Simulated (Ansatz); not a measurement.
`C[SiH2]B(N)Cl` + HCl → `NB(Cl)Cl` + `C[SiH3]` at 500 K and 1 bar (cleavage of the B–Si bond).

Gas-phase electronic energies from Ansatz, PBE0-D4/def2-TZVP geometries. CCSD(T)/CBS adds triple-zeta CCSD(T) − MP2 to the extrapolated MP2 energy (def2 sets, frozen cores). This one scheme is used for every species. One conformer a species, not always the lowest.

```json
{"species": "`C[SiH2]B(N)Cl`", "CCSD(T)/CBS energy (Eh)": "-870.71707", "H − E (kJ/mol)": "280.3", "S (J/(mol·K))": "441.0"}
{"species": "HCl", "CCSD(T)/CBS energy (Eh)": "-460.38127", "H − E (kJ/mol)": "32.5", "S (J/(mol·K))": "201.9"}
{"species": "`NB(Cl)Cl`", "CCSD(T)/CBS energy (Eh)": "-1000.39362", "H − E (kJ/mol)": "120.6", "S (J/(mol·K))": "335.8"}
{"species": "`C[SiH3]`", "CCSD(T)/CBS energy (Eh)": "-330.73916", "H − E (kJ/mol)": "189.7", "S (J/(mol·K))": "296.8"}
```

H − E and S are ideal-gas, rigid-rotor, harmonic terms from PBE0-D4/def2-TZVP, for one conformer and one mirror image of each species. 1 Eh = 2625.50 kJ/mol, R = 8.31446 J/(mol·K).

Question: By hand: ΔE, ΔH, ΔS and ΔG.

Answer: ΔE = (-1000.39362) + (-330.73916) − (-870.71707) − (-460.38127) = -0.03444 Eh = -90.4 kJ/mol. Δ(H − E) = 120.6 + 189.7 − 280.3 − 32.5 = -2.5, so ΔH = -92.9 kJ/mol. ΔS = 335.8 + 296.8 − 441.0 − 201.9 = -10.3 J/(mol·K). ΔG = -92.9 − 500 × (-10.3)/1000 = -87.8 kJ/mol.

Question: By hand: the equilibrium constant, and the temperature at which ΔG would vanish if ΔH and ΔS stayed fixed.

Answer: log₁₀ K = −ΔG/(RT ln 10) = 9.2. ΔG = 0 at ΔH/ΔS = 9019 K, far beyond where these terms or the molecules hold.

The number of gas molecules stays the same, so ΔS is small and ΔH decides. A doubt of 5 kJ/mol in ΔE shifts log₁₀ K by 0.5 here. Other conformers and mirror images would add mixing entropy, several J/(mol·K) or more a flexible species. Modes under 60 cm⁻¹, often nearly free rotors, make the harmonic entropy too high. These are equilibria of isolated gas molecules and say nothing of rates. Largest T1 diagnostic: 0.012 (customary marks: 0.02 for closed shells, 0.045 for open ones).
